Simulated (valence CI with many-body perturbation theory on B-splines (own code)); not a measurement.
**Energy levels of Pm XXIX**

Computed by configuration interaction combined with many-body perturbation theory (CI+MBPT): five valence electrons over a frozen Dirac-Fock core [Ar] 3d10, a basis of 11 s, 11 p, 10 d, 8 f, 5 g, 2 h functions for each j, with the one-electron correlation potential Σ1, the two-electron term Σ2, the three-electron term Σ3, Breit, model QED; selected CI, second order for the rest, scaled by the run's own slope (own B-spline code, finite nucleus).

The last digits are not significant, and no measured levels were compared; by estimate large intervals hold to a few tenths of a per cent, small ones and those within an open d or f shell to about a per cent. Among the levels kept, up to 2100 cm⁻¹ of a level comes from second order outside the variational space, and about a tenth of that is noise between levels of different J, which matters for small intervals.

Levels 46 to 90 of 171, with energies above the lowest level, (4s^2 4p1/2^2 4p3/2) J=3/2. "Leading %" is the weight of the configuration and term that name the level; weights of strongly mixed levels are sums over their largest components and can fall short. In the jj column 3d3/2^4 stands for four electrons in 3d with j = 3/2. Lifetimes count E1, E2, E3, M1 and M2 decay at the calculated energies, and are blank where another channel may lead or the interval is too uncertain; long ones can be off by a factor of two.

```
No.  Configuration  Term     J  E (eV)  Leading %     Second component  Lifetime                     Leading jj
 46            4p5   2P°   3/2  204.03         54   15 % 4s.4p3.4d 2P°   11.4 ps         4p1/2^2 4p3/2^3 (54 %)
 47      4s.4p3.4d   6D°   9/2  206.79         52   35 % 4s.4p3.4d 4F°    140 ps  4s 4p1/2^2 4p3/2 4d5/2 (87 %)
 48      4s.4p3.4d   4F°   3/2  208.76         33   11 % 4s.4p3.4d 4P°   18.7 ps  4s 4p1/2^2 4p3/2 4d3/2 (43 %)
 49      4s.4p3.4d   4D°   5/2  212.62         34   19 % 4s.4p3.4d 6D°   13.7 ps  4s 4p1/2^2 4p3/2 4d5/2 (76 %)
 50      4s.4p3.4d   4G°   5/2  214.26         35   17 % 4s.4p3.4d 2F°   16.4 ps  4s 4p1/2^2 4p3/2 4d3/2 (78 %)
 51      4s.4p3.4d   4D°   1/2  216.97         55   15 % 4s.4p3.4d 2P°   7.78 ps  4s 4p1/2^2 4p3/2 4d3/2 (83 %)
 52      4s.4p3.4d   2F°   7/2  218.24         23   15 % 4s.4p3.4d 6D°   8.49 ps  4s 4p1/2^2 4p3/2 4d5/2 (51 %)
 53      4s.4p3.4d   2F°   7/2  222.01         25   19 % 4s.4p3.4d 2G°   17.3 ps  4s 4p1/2^2 4p3/2 4d5/2 (81 %)
 54      4s.4p3.4d   4D°   1/2  224.56         63   18 % 4s.4p3.4d 2P°   11.3 ps  4s 4p1/2^2 4p3/2 4d5/2 (64 %)
 55      4s.4p3.4d   4D°   3/2  225.49         46   15 % 4s.4p3.4d 4F°   11.3 ps  4s 4p1/2 4p3/2^2 4d3/2 (53 %)
 56      4s.4p3.4d   4F°   5/2  226.58         44   11 % 4s.4p3.4d 4D°   6.86 ps  4s 4p1/2^2 4p3/2 4d5/2 (51 %)
 57      4s.4p3.4d   4D°   3/2  227.49         37   16 % 4s.4p3.4d 4P°   5.77 ps  4s 4p1/2^2 4p3/2 4d5/2 (78 %)
 58      4s.4p3.4d   6D°   1/2  228.70         30   18 % 4s.4p3.4d 2S°   25.4 ps  4s 4p1/2 4p3/2^2 4d3/2 (72 %)
 59      4s.4p3.4d   4D°   5/2  229.39         26   17 % 4s.4p3.4d 6D°   8.68 ps  4s 4p1/2 4p3/2^2 4d3/2 (58 %)
 60      4s.4p3.4d   6D°   3/2  230.75         20   13 % 4s.4p3.4d 4D°   4.92 ps  4s 4p1/2 4p3/2^2 4d3/2 (39 %)
 61      4s.4p3.4d   4F°   7/2  230.83         51   20 % 4s.4p3.4d 6D°   31.9 ps  4s 4p1/2 4p3/2^2 4d3/2 (61 %)
 62            4p5   2P°   1/2  233.62         52   35 % 4s.4p3.4d 2P°   13.7 ps           4p1/2 4p3/2^4 (52 %)
 63      4s.4p3.4d   4G°   9/2  234.61         63   22 % 4s.4p3.4d 6D°   62.6 ps  4s 4p1/2 4p3/2^2 4d5/2 (56 %)
 64      4s.4p3.4d   4D°   7/2  234.82         58   15 % 4s.4p3.4d 2G°   39.2 ps  4s 4p1/2 4p3/2^2 4d5/2 (66 %)
 65      4s.4p3.4d   4F°   9/2  236.65         63   19 % 4s.4p3.4d 2G°   59.6 ps  4s 4p1/2 4p3/2^2 4d5/2 (54 %)
 66     4s2.4p.4d2   4G°   5/2  239.65         18   12 % 4s.4p3.4d 4G°   38.2 ps      4s^2 4p1/2 4d3/2^2 (38 %)
 67      4s.4p3.4d   4D°   1/2  240.67         53    7 % 4s.4p3.4d 2P°   5.01 ps  4s 4p1/2 4p3/2^2 4d3/2 (42 %)
 68      4s.4p3.4d   2G°   9/2  241.80         53   29 % 4s.4p3.4d 4F°   65.7 ps  4s 4p1/2 4p3/2^2 4d5/2 (67 %)
 69      4s.4p3.4d   4F°   3/2  241.93         45   21 % 4s.4p3.4d 2D°   6.41 ps  4s 4p1/2 4p3/2^2 4d3/2 (76 %)
 70      4s.4p3.4d   4G°  11/2  241.99         95                        50.6 ps  4s 4p1/2 4p3/2^2 4d5/2 (95 %)
 71      4s.4p3.4d   4P°   5/2  242.88         47   12 % 4s.4p3.4d 4D°   2.22 ps  4s 4p1/2 4p3/2^2 4d3/2 (56 %)
 72      4s.4p3.4d   4G°   7/2  243.04         22   19 % 4s.4p3.4d 2G°   4.89 ps  4s 4p1/2 4p3/2^2 4d3/2 (57 %)
 73      4s.4p3.4d   4S°   3/2  244.40         24   22 % 4s.4p3.4d 4F°   2.80 ps  4s 4p1/2 4p3/2^2 4d3/2 (72 %)
 74      4s.4p3.4d   4F°   5/2  246.00         36  10 % 4s2.4p2.4f 4G°   7.16 ps  4s 4p1/2 4p3/2^2 4d3/2 (60 %)
 75      4s.4p3.4d   2D°   3/2  246.19         25   18 % 4s.4p3.4d 4F°   3.85 ps  4s 4p1/2 4p3/2^2 4d3/2 (74 %)
 76     4s2.4p2.4f   2F°   7/2  246.37         14   13 % 4s.4p3.4d 4D°   4.53 ps      4s^2 4p1/2^2 4f7/2 (55 %)
 77      4s.4p3.4d   2S°   1/2  246.89         42   39 % 4s.4p3.4d 4P°   6.75 ps  4s 4p1/2 4p3/2^2 4d5/2 (83 %)
 78      4s.4p3.4d   2G°   7/2  247.65         27   14 % 4s.4p3.4d 4D°   3.14 ps  4s 4p1/2 4p3/2^2 4d3/2 (62 %)
 79      4s.4p3.4d   4D°   5/2  248.23         36  11 % 4s2.4p2.4f 4G°   4.08 ps  4s 4p1/2 4p3/2^2 4d5/2 (35 %)
 80      4s.4p3.4d   4D°   5/2  249.28         16    9 % 4s.4p3.4d 2F°   4.08 ps  4s 4p1/2 4p3/2^2 4d5/2 (45 %)
 81      4s.4p3.4d   4P°   3/2  249.86         35   26 % 4s.4p3.4d 4D°   3.59 ps  4s 4p1/2 4p3/2^2 4d5/2 (60 %)
 82      4s.4p3.4d   4P°   5/2  251.24         19   14 % 4s.4p3.4d 4D°   4.25 ps  4s 4p1/2 4p3/2^2 4d5/2 (55 %)
 83      4s.4p3.4d   2G°   9/2  251.74         46  14 % 4s2.4p.4d2 2G°   20.4 ps  4s 4p1/2 4p3/2^2 4d5/2 (59 %)
 84      4s.4p3.4d   2F°   7/2  251.87         49  10 % 4s2.4p.4d2 4G°   10.3 ps  4s 4p1/2 4p3/2^2 4d5/2 (58 %)
 85      4s.4p3.4d   4D°   7/2  252.45         28   15 % 4s.4p3.4d 4F°   8.88 ps  4s 4p1/2 4p3/2^2 4d5/2 (73 %)
 86      4s.4p3.4d   4S°   3/2  252.82         30   24 % 4s.4p3.4d 2P°   2.75 ps  4s 4p1/2 4p3/2^2 4d5/2 (62 %)
 87      4s.4p3.4d   4D°   5/2  253.40         21   17 % 4s.4p3.4d 2D°   5.63 ps  4s 4p1/2 4p3/2^2 4d5/2 (65 %)
 88      4s.4p3.4d   2P°   1/2  253.47         47   14 % 4s.4p3.4d 4P°   1.59 ps  4s 4p1/2 4p3/2^2 4d3/2 (70 %)
 89     4s2.4p.4d2   4G°   5/2  255.26         32   23 % 4s.4p3.4d 4D°   3.31 ps  4s 4p1/2 4p3/2^2 4d5/2 (30 %)
 90      4s.4p3.4d   2P°   3/2  255.52         21   20 % 4s.4p3.4d 2D°   2.01 ps  4s 4p1/2 4p3/2^2 4d5/2 (35 %)
```

Where two levels of one J and parity lie close, their mixing, g and order are uncertain.
